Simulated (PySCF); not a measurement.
Hg²⁺ (mercury, charge +2): UHF calculation

Configuration: [Xe] 4f14 5d9 6s1, high-spin 3D determinant (an excited configuration). All numbers are calculated (PySCF 2.14, scalar relativity through the core potential, in aug-cc-pwCVTZ-PP with ECP60MDF (8s8p7d4f3g, 122 functions)).

| Quantity | Value |
| --- | --- |
| Total energy | -151.385130 hartree |
| One-electron energy | -253.9990 hartree |
| Hartree (Coulomb) energy | 115.0296 hartree |
| Exchange energy | -12.4157 hartree |
| ⟨S²⟩ | 2.0024 |
| ⟨L²⟩ | 6.025 |
| Sum of ⟨r⟩ | 23.36 bohr |
| Sum of ⟨r²⟩ | 36.28 bohr² |
| Traceless quadrupole moment −½Σ⟨3z² − r²⟩ along its main axis | -0.555 e·bohr² |

```tsv
shell	electrons	mean orbital energy (hartree)	spread (hartree)	rms radius, mean of both spins (bohr)
5s α	1	-5.94877	0	0.976
5s β	1	-5.86972	0	0.976
5p α	3	-3.90972	0.06385	1.12
5p β	3	-3.81577	0.04770	1.12
5d α	5	-1.44181	0.07603	1.51
5d β	4	-1.38519	0.05499	1.51
6s α	1	-1.02647	0	2.53
```

Energies and moments cover only the electrons outside the core potential. Spin-orbit coupling, absent here, splits the open shell strongly.
